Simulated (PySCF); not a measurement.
C3H9BO3, SMILES COB(OC)OC (GFN2-xTB optimised geometry):

```
16

C     -0.288    -1.919     0.015
O     -0.972    -0.685    -0.001
B     -0.294     0.499     0.000
O      1.069     0.499     0.000
C      1.810     1.699     0.019
O     -0.978     1.678     0.000
C     -2.388     1.713    -0.028
H     -1.045    -2.703    -0.009
H      0.369    -2.007    -0.853
H      0.317    -2.013     0.919
H      2.812     1.465    -0.344
H      1.346     2.456    -0.616
H      1.870     2.087     1.040
H     -2.692     2.703     0.314
H     -2.812     0.945     0.620
H     -2.749     1.550    -1.047
```

Computed with PBE/def2-TZVP (PySCF 2.14.0).

**Question.** What are the frontier orbital energies and the dipole moment?

**Answer.** HOMO-2 -7.37 eV, HOMO-1 -6.52 eV, HOMO -6.50 eV, LUMO 0.25 eV, LUMO+1 0.94 eV; dipole moment 0.02 D.

Meta-Löwdin charges at PBE/def2-TZVP: C1 -0.14, O2 -0.38, B3 0.50, O4 -0.38, C5 -0.14, O6 -0.38, C7 -0.14, H8 0.12, H9 0.11, H10 0.11, H11 0.12, H12 0.12, H13 0.11, H14 0.12, H15 0.12, H16 0.11.
